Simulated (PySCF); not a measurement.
PySCF 2.14 output of an unrestricted PBE calculation on a single atom or ion in aug-cc-pwCVTZ, with the non-relativistic Hamiltonian (point nucleus):

```
SCF conv_tol = 1e-09
number electrons alpha = 9  beta = 9
    J. P. Perdew, K. Burke, and M. Ernzerhof.,  Phys. Rev. Lett. 77, 3865 (1996)
    J. P. Perdew, K. Burke, and M. Ernzerhof.,  Phys. Rev. Lett. 78, 1396 (1997)
    J. P. Perdew, K. Burke, and M. Ernzerhof.,  Phys. Rev. Lett. 77, 3865 (1996)
    J. P. Perdew, K. Burke, and M. Ernzerhof.,  Phys. Rev. Lett. 78, 1396 (1997)
cycle= 1 E= -758.743610004003  delta_E= -0.00715  |g|= 0.0198  |ddm|= 1.36
cycle= 2 E= -758.743653301437  delta_E= -4.33e-05  |g|= 0.00546  |ddm|= 0.236
cycle= 3 E= -758.743659493628  delta_E= -6.19e-06  |g|= 0.00195  |ddm|= 0.0735
cycle= 4 E= -758.743659922688  delta_E= -4.29e-07  |g|= 2.59e-06  |ddm|= 0.0128
cycle= 5 E= -758.743659922689  delta_E= -1.14e-12  |g|= 5.69e-08  |ddm|= 4.92e-06
converged SCF energy = -758.743659922689  <S^2> = -1.2434498e-14  2S+1 = 1
```

The run itself started from symmetry-adapted Hartree-Fock orbitals and held the occupation by maximum overlap, on a logarithmic radial grid, so the iterations belong to that start.

Which element, charge and spin multiplicity is this?

Sc³⁺ (scandium, charge +3), multiplicity 1; the state was [Ar], closed-shell 1S.
